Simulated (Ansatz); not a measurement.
A run for Ansatz (an electronic-structure program): R-B2PLYP/def2-TZVPP on SiN-, 2S+1 = 1, a spin state set in the input, which need not be the lowest, a point of a bond scan (R = 1.587 Å). Charge -1.

Ansatz 0.2 input:
```yaml
crystal:
  periodic: [false, false, false]
  atoms:
    - {symbol: N, position_ang: [0.00000000, 0.00000000, 0.00000000]}
    - {symbol: Si, position_ang: [0.00000000, 0.00000000, 1.58655400]}
basis:
  gaussian:
    orbitals: def2-TZVPP
    pivot_positions_ang: [[0.00000000, 0.00000000, 0.00000000], [0.00000000, 0.00000000, 1.58655400]]
hamiltonian:
  xc: {name: B2PLYP}
total_charge: -1
magnetization: {spin_polarized: false}
correlation: {electrons: valence}
output: {orbitals: {seedname: ./end}}
```

Program output:

```
WARN ansatz: RAYON_NUM_THREADS=2 ignored (pool sized by the plan → 2); use --threads N
Functional definition: B2PLYP
integrals: 0.02 GiB planned
495 factors; integrals over basis functions are off by at most 4.0e-4 eV
mean field: 0.16 GiB planned
mean field evaluation 1: about -9359.5630 eV, gradient 1.2e1 eV
mean field evaluation 2: about -9359.5628 eV, gradient 1.2e1 eV
mean field evaluation 4: about -9360.0561 eV, gradient 1.6e0 eV
mean field evaluation 8: about -9360.0657 eV, gradient 7.5e-2 eV
mean field evaluation 16: about -9360.0657 eV, gradient 6.4e-6 eV
mean field -9360.06572154 eV, -343.9760707862 hartree, gradient 1.3e-6 eV, S^2 0.000000; 0 other end points of the search recorded, 0 dependent functions left out
6 core orbitals not correlated
reference -9360.06582426 eV, -343.9760745609 hartree; 5, 5 occupied and 62, 62 virtual orbitals, 495 factors
second order -11.95150340 eV of doubles, -0.00000000 eV of singles
Total energy: -9363.29273017 eV, -344.0946611661 hartree
```

The run converged.

Cost: about 1.6 core-seconds (a rough figure).
